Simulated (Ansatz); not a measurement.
Basis-set extrapolation for `[CH3][Al]([SH])[Cl]` (PBE0-D4/def2-TZVP geometry, frozen core, Ansatz 0.2.0). Multiplicity 1, RHF reference.

```json
{"": "HF", "def2-TZVPP": "-1139.332561", "def2-QZVPP": "-1139.365251"}
{"": "MP2 correlation", "def2-TZVPP": "-0.617618", "def2-QZVPP": "-0.670931"}
{"": "CCSD(T) correlation", "def2-TZVPP": "-0.697927", "def2-QZVPP": "not run"}
```

Energies in hartree. Use E(X) = E(∞) + A·exp(−7.88·√X) for Hartree–Fock and E(X) = E(∞) + B·X^(−2.97) for correlation, with X = 3 and 4, and add CCSD(T) minus MP2 of the smaller set to the MP2 limit.

Problem. What is the CCSD(T) energy at the basis-set limit?

Solution. HF limit: -1139.365251 + (-0.032690) × 0.13774 = -1139.36975. MP2 limit: -0.670931 + (-0.053313) × 0.74074 = -0.71042. Higher-order term: -0.697927 − (-0.617618) = -0.08031. Total: -1140.16048 hartree, 81.6 kcal/mol below CCSD(T)/def2-TZVPP.
